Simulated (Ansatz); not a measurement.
Cartesian coordinates in Å:
```
B 1.457 -1.092 -0.481
C 1.124 0.226 -1.244
S -0.480 -0.508 -0.727
C -0.800 0.367 0.759
C -2.031 0.610 1.182
H 1.733 -1.049 0.683
H 1.625 -2.097 -1.109
H 1.147 0.262 -2.330
H 1.243 1.208 -0.796
H 0.084 0.646 1.323
H -2.905 0.316 0.612
H -2.196 1.110 2.129
```

Total charge 0; spin multiplicity 1. The bonds changed during the relaxation, so this is another structure than the one it started from.

Task: List the PBE/def2-TZVPP orbital energies in eV (the Gaussian-basis code of Ansatz). (Estimate.)

Result: Ansatz gave: Occupied: -2397.06, -270.26, -269.50, -269.46, -209.93, -176.08, -156.09, -155.97, -155.88, -21.27, -19.17, -16.15, -14.24, -12.69, -11.54, -11.41, -10.21, -9.76, -8.61, -8.49, -7.42, -7.05, -6.29. Lowest empty: -1.68, -0.62, -0.06, 0.17, 0.85, 1.11, 1.57, 1.94.
